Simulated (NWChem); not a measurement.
System: SF anion

Results from NWChem. Pople sets run with spherical d functions. The geometry was optimised at B3LYP/def2-SVPD. Level: PBE0/6-31+G* with SMD (1 M gas to 1 M solution), gas-phase geometry. Reactions with the solvent are ignored.

Problem. What does the run give for solvent dimethyl sulfoxide? Quantities: solvation free energy (kcal/mol); cavity-dispersion-structure term (kcal/mol).

Solution. The solvation free energy (kcal/mol) comes out as -62.9 and the cavity-dispersion-structure term (kcal/mol) comes out as -0.6.
